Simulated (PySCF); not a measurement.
ethenyl silylformate (C3H6O2Si), SMILES C=COC([SiH3])=O.

Geometry optimised at PBE-D3(BJ)/def2-SVP. Other conformers were not sampled.

Calculation: PBE-D3(BJ)/def2-SVP (PySCF).

Frequencies are harmonic and unscaled.

| mode | ν (cm⁻¹) | IR (km/mol) | moving atoms (share of kinetic energy) |
|---|---|---|---|
| 1 | 25 | 0.2 | H 87 % |
| 2 | 77 | 0.5 | C 40 %, H 27 %, O 24 %, Si 9 % |
| 3 | 159 | 0.9 | C 32 %, O 31 %, H 20 %, Si 17 % |
| 4 | 161 | 0.9 | H 43 %, O 38 %, C 17 % |
| 5 | 278 | 2.7 | O 41 %, C 40 %, H 12 % |
| 6 | 368 | 20.1 | Si 37 %, O 36 %, C 15 %, H 12 % |
| 7 | 439 | 21.1 | H 52 %, C 31 %, O 15 % |
| 8 | 509 | 1.4 | C 38 %, H 30 %, O 17 %, Si 15 % |
| 9 | 594 | 37.9 | H 78 %, Si 13 % |
| 10 | 676 | 8.6 | H 52 %, C 39 % |
| 11 | 716 | 6.9 | H 45 %, C 40 %, O 14 % |
| 12 | 790 | 10.6 | O 75 %, H 14 %, C 11 % |
| 13 | 858 | 264.8 | H 86 % |
| 14 | 872 | 37.3 | H 71 %, C 29 % |
| 15 | 886 | 27.6 | H 41 %, C 33 %, O 24 % |
| 16 | 903 | 45.3 | H 91 % |
| 17 | 906 | 32.5 | H 97 % |
| 18 | 962 | 25.6 | H 92 % |
| 19 | 1081 | 103.9 | C 73 %, H 17 %, O 8 % |
| 20 | 1157 | 333.0 | C 48 %, O 33 %, H 19 % |
| 21 | 1307 | 19.6 | H 85 %, C 9 % |
| 22 | 1350 | 11.7 | H 84 %, C 13 % |
| 23 | 1640 | 67.4 | C 87 %, H 12 % |
| 24 | 1748 | 145.7 | C 60 %, O 40 % |
| 25 | 2178 | 44.3 | H 99 % |
| 26 | 2194 | 75.7 | H 96 % |
| 27 | 2197 | 82.9 | H 96 % |
| 28 | 3107 | 0.6 | H 95 % |
| 29 | 3133 | 13.5 | H 91 %, C 9 % |
| 30 | 3237 | 3.2 | H 90 %, C 10 % |
